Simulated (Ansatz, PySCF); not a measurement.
C2HBN2O2. Atoms are numbered in the order given.

```xyz
8

B      0.0000     0.0000    -0.8089
H      0.0000     0.0000    -2.0125
N      0.0000     1.2243    -0.0873
C      0.0000     2.4132     0.1110
O      0.0000     3.5551     0.3717
N      0.0000    -1.2243    -0.0873
C      0.0000    -2.4132     0.1110
O      0.0000    -3.5551     0.3717
```

Geometry optimised at TPSSh-D3(BJ)/def2-SVP. The structure was generated by enumeration, and PubChem lists no compound with its InChIKey, so it may never have been made. Other conformers were not sampled.

Vertical ionisation energy (IE) and electron affinity (EA) in eV. Rows of orbital energies are one-electron estimates. Where ΔSCF, EOM or ADC give a negative EA the extra electron is unbound and the value depends on the basis.

| level | IE | EA |
|---|---|---|
| −ε(HOMO), −ε(LUMO), r2SCAN/def2-TZVP (PySCF) | 7.74 | 2.68 |
| −ε(HOMO), −ε(LUMO), PBE/def2-TZVP (PySCF) | 7.44 | 2.95 |
| ΔSCF, CAM-B3LYP/def2-SVPD (Ansatz), final states of multiplicity 2 and 2 | 11.24 | 0.30 |
| ΔSCF, PBE/def2-SVPD (Ansatz), final states of multiplicity 2 and 2 | 10.41 | 0.38 |

What vertical singlet–triplet gap does ΔSCF give with CAM-B3LYP/def2-SVPD (Ansatz, a program for electronic structure) and with PBE/def2-SVPD (Ansatz)? (The exact figures need the calculation; the answer reports its results.)

5.21 and 4.33 eV (triplet above singlet where positive).
